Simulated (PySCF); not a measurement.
Gas-phase reaction: SnBr4 + 3 SnF4 = 4 SnF3 + 2 Br2

Energies from PySCF, thermal terms from the rigid-rotor harmonic-oscillator model, ideal gas at 1 bar. † marks an energy on the PBE0/def2-TZVP geometry and frequencies; other levels use their own. MP2 and CCSD(T) freeze the core. Open shells (unrestricted): SnF3 (multiplicity 2); the rest are closed-shell singlets. Sn: scalar-relativistic def2 core potential, no spin-orbit coupling. Br: all electrons, no relativistic terms. SnF3: computed as isolated molecules; such fragments, hydroxides, amides, oligomers or adducts are transient or little studied in the gas. MP2 isn't extrapolated to the basis-set limit; its ΔH°(298 K) is 886.0 kJ in def2-SVP and 876.3 kJ in def2-TZVPP. CCSD(T) isn't extrapolated to the basis-set limit. The harmonic model lacks anharmonicity and excited electronic states, which grow with temperature; levels with a mode under 35 cm⁻¹ are left out. Soft modes under 120 cm⁻¹ make the harmonic entropy rough for SnBr4.

| level | ΔE electronic, kJ | ΔH°(298 K), kJ | ΔS°(298 K), J/K | ΔG°(2500 K), kJ |
|---|---|---|---|---|
| CCSD(T)/def2-SVP† | 851 | 839 | 366 | -10 |
| HF/def2-TZVP† | 757 | 745 | 366 | -105 |
| M06-2X/def2-TZVP† | 799 | 787 | 366 | -63 |
| MP2/def2-TZVPP† | 888 | 876 | 366 | 27 |
| PBE/def2-SVP | 687 | 675 | 365 | -171 |
| PBE/def2-TZVP† | 683 | 672 | 366 | -178 |
| PBE0/def2-QZVP† | 761 | 749 | 366 | -101 |
| r2SCAN/def2-TZVP† | 759 | 747 | 366 | -102 |
| LDA/def2-TZVP† | 771 | 759 | 366 | -91 |
ΔH° is lowest at PBE/def2-TZVP† and highest at MP2/def2-TZVPP†. No reference value is set beside these.
